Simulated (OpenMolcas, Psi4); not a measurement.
**SnH2ClO2 (SMILES [OH][Sn]([OH])[Cl]): methods side by side**

The species is SnH2ClO2 (6 atoms), meant as a doublet with charge 0. As SMILES, `[OH][Sn]([OH])[Cl]`. Geometry: relaxed at PBE0-D4/def2-TZVP. This is one conformer, not always the lowest.

```xyz
6

O    -0.4474    1.4005   -0.1583
Sn    0.3718   -0.3182   -0.6597
O     1.2565   -0.8479    1.0077
Cl   -1.3282   -1.8771   -1.1066
H    -1.1827    1.6664   -0.7185
H     1.3721   -0.0878    1.5892
```

Each level gives the dipole moment (D). The values are calculated.

```json
{"level": "UHF/def2-SVP (core potential)", "kind": "Hartree–Fock", "program": "OpenMolcas", "value (D)": "3.06", "CPU time": "8.8 s"}
{"level": "UBLYP/def2-SVP (core potential)", "kind": "GGA", "program": "OpenMolcas", "value (D)": "2.25", "CPU time": "44 s"}
{"level": "UPBE/def2-SVP (core potential)", "kind": "GGA", "program": "OpenMolcas", "value (D)": "2.33", "CPU time": "44 s"}
{"level": "U-r2SCAN/def2-SVP (core potential)", "kind": "meta-GGA", "program": "OpenMolcas", "value (D)": "2.52", "CPU time": "54 s"}
{"level": "UB3LYP/def2-SVP (core potential)", "kind": "global hybrid", "program": "OpenMolcas", "value (D)": "2.44", "CPU time": "36 s"}
{"level": "UM06-2X/def2-SVP (core potential)", "kind": "hybrid meta-GGA", "program": "OpenMolcas", "value (D)": "2.74", "CPU time": "43 s"}
{"level": "UPBE0-D4/def2-SVP (density fitting, core potential)", "kind": "global hybrid", "program": "Psi4", "value (D)": "2.55", "CPU time": "6.2 s"}
{"level": "UPBE0/def2-SVP (core potential)", "kind": "global hybrid", "program": "OpenMolcas", "value (D)": "2.55", "CPU time": "35 s"}
```

The values span 2.25 to 3.06 D. Magnitudes only. CPU times are rough (shared hosts, several kinds of processor): they show what a rung costs within a factor of a few.
